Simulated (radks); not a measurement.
Initial-state core-level shifts of the iodine ion I+ when its valence configuration changes from [Kr] 4d10 5s2 5p4. Calculated with a radial shooting solver on a logarithmic mesh with Libxc functionals: scalar-relativistic Kohn-Sham, PBE, spin-polarised, spherical densities, point nucleus; open shells are filled with parallel spins first (spin-orbit coupling, left out, can overturn this in heavy ions). Shifts are changes of the shell-averaged eigenvalues in eV (positive: less bound).

valence                2s       2p       3p      4p
4d10 5s1 5p5       -1.420   -1.414   -1.441  -1.402
4d10 5p6           -2.862   -2.849   -2.900  -2.817
4d10 5s1.5 5p4.5   -0.713   -0.710   -0.723  -0.704
4d9 5s2 5p5       -10.220  -10.194   -9.670  -7.628
4d9.5 5s2 5p4.5    -5.085   -5.072   -4.820  -3.828
4d9 5s1.5 5p5.5   -10.903  -10.873  -10.362  -8.294
